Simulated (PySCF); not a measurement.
Gas-phase reaction: Zn + 2 F ⇌ ZnF2

Computed with PySCF and rigid-rotor harmonic-oscillator thermochemistry at 1 bar. † marks an energy on the PBE0/def2-TZVP geometry and frequencies; other levels use their own. MP2 and CCSD(T) freeze the core. 6-31G* has spherical d functions here. Open shells (unrestricted): F (multiplicity 2, electronic degeneracy 6); the rest are closed-shell singlets. Spin-orbit splitting is ignored; it lowers the true energy and changes the entropy of F. B3LYP is the form with VWN-RPA correlation. Zn: all electrons, no relativistic terms. MP2 isn't extrapolated to the basis-set limit; its ΔH°(298 K) is -797.1 kJ in def2-SVP and -832.8 kJ in def2-TZVPP. CCSD(T) isn't extrapolated to the basis-set limit; its ΔH°(298 K) is -721.8 kJ in def2-SVP and -763.3 kJ in def2-TZVPP. The harmonic model lacks anharmonicity and excited electronic states, which grow with temperature; levels with a mode under 35 cm⁻¹ are left out.

| level | ΔE electronic, kJ | ΔH°(298 K), kJ | ΔS°(298 K), J/K | ΔG°(800 K), kJ |
|---|---|---|---|---|
| B3LYP/6-31G* | -858 | -853 | -228 | -669 |
| BLYP/def2-TZVP† | -773 | -769 | -229 | -584 |
| CCSD(T)/def2-SVP† | -726 | -722 | -229 | -537 |
| CCSD(T)/def2-TZVPP† | -767 | -763 | -229 | -578 |
| M06-2X/def2-TZVP† | -783 | -779 | -229 | -594 |
| MP2/def2-SVP† | -801 | -797 | -229 | -612 |
| MP2/def2-TZVPP† | -837 | -833 | -229 | -648 |
| PBE0/def2-QZVP† | -789 | -784 | -229 | -600 |
| ωB97M-V/def2-TZVP† | -785 | -781 | -229 | -596 |
| ωB97X-V/def2-TZVP† | -802 | -798 | -229 | -613 |
ΔH° is lowest at B3LYP/6-31G* and highest at CCSD(T)/def2-SVP†. No reference value is set beside these.
